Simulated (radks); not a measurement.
Values are calculated unless marked as measured or tabulated.
Effect of the nuclear size on neutral sulfur, [Ne] 3s2 3p4. Code: a radial shooting solver on a logarithmic mesh with Libxc functionals. Model: Dirac Kohn-Sham, PBE, spin-unpolarised, spherical densities, finite nucleus; open shells are shared between the two j in proportion to 2j + 1; Fermi nuclear charge, rms radius 3.2611 fm. The rms radius is varied about that value; shifts are against it.

| rms radius (fm) | total energy shift (eV) | density at nucleus (e/bohr^3) | 1s1/2 shift (meV) | 2s1/2 shift (meV) |
|---|---|---|---|---|
| 2.8176 | -0.00258 | 2954 | -1.08 | -0.076 |
| 3.0883 | -0.00105 | 2950 | -0.440 | -0.031 |
| 3.2611 | 0 | 2947 | 0.000 | 0.000 |
| 3.385 | 0.000787 | 2945 | 0.330 | 0.023 |
| 3.9003 | 0.00437 | 2938 | 1.83 | 0.129 |

Slopes of the eigenvalues against <r^2> in GHz/fm^2, as finite differences over the two radii next to the reference (eigenvalue slopes, not the field-shift constants of lines): 1s1/2 96.9, 2s1/2 6.85.
